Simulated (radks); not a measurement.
Question: Ir IX, configuration [Kr] 4d10 4f14 5s1 5p6 5d2 (not the ground configuration). All-electron calculation, non-relativistic Kohn-Sham, PBE, spin-polarised, spherical densities, point nucleus; open shells are filled with parallel spins first (spin-orbit coupling, left out, can overturn this in heavy ions); relativity is left out, which matters for an element this heavy. Program: a radial shooting solver on a logarithmic mesh with Libxc functionals. Some entries of the table are withheld. Estimate them.

orbital  occ.  eigenvalue (eV)  <1/r> (bohr^-1)  <r^2> (bohr^2)
1s up       1        -69395.64            76.45       0.0005168
1s down     1        -69395.49            76.45       0.0005168
2s up       1        -11620.17            17.97        0.008059
2s down     1        -11619.83            17.97        0.008059
2p up       3        -11164.01            18.00        0.005951
2p down     3        -11163.72            18.00        0.005951
3s up       1        -2790.958            6.942         0.05014
3s down     1        -2790.773            6.942         0.05014
3p up       3        -2577.365            6.895         0.04624
3p down     3        -2577.173            6.895         0.04624
3d up       5        -2179.155            6.824         0.03575
3d down     5        -2178.901            6.824         0.03575
4s up       1        -677.4943            3.019          0.2427
4s down     1        -677.1183            3.019          0.2426
4p up       3        -586.4442            2.929          0.2500
4p down     3        -586.0414            2.930          0.2497
4d up       5        -419.6157            2.742          0.2661
4d down     5        -419.1343            2.743          0.2656
4f up       7        -197.8921            2.377          0.3218
4f down     7        -197.2019            2.384          0.3182
5s up       1        -197.0285              (1)             (2)
5s down     0        -193.7952              (3)             (4)
5p up       3        -167.1221            1.194             (5)
5p down     3        -163.7975            1.197             (6)
5d up       2        -117.6064            1.005           1.855
5d down     0        -114.3420            1.001           1.877

Answer: 
(1) 5s up <1/r> (bohr^-1): 1.283
(2) 5s up <r^2> (bohr^2): 1.187
(3) 5s down <1/r> (bohr^-1): 1.288
(4) 5s down <r^2> (bohr^2): 1.183
(5) 5p up <r^2> (bohr^2): 1.350
(6) 5p down <r^2> (bohr^2): 1.351
